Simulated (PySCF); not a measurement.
A structure optimised at PBE-D3(BJ)/def2-SVP, used in a PySCF frequency run:

```xyz
11

O      1.4071     1.1530     0.7117
C      0.7036     0.4774     0.0039
C      0.0995     0.6475    -1.4056
C     -1.0493    -0.2926    -0.9421
C     -0.1602    -0.7859     0.2300
F     -0.7244    -0.9921     1.4593
H     -0.1513     1.6861    -1.6971
H      0.7477     0.2070    -2.1916
H     -1.4132    -1.0583    -1.6513
H     -1.9058     0.2830    -0.5404
H      0.4226    -1.6918    -0.0640
```

Problem. Write its SMILES and formula.

Solution. O=C1CC[C@@H]1F, C4H5FO

Problem. What are its rotational constants (standard atomic weights)?

Solution. 4.9213, 3.8667, 2.3421 GHz
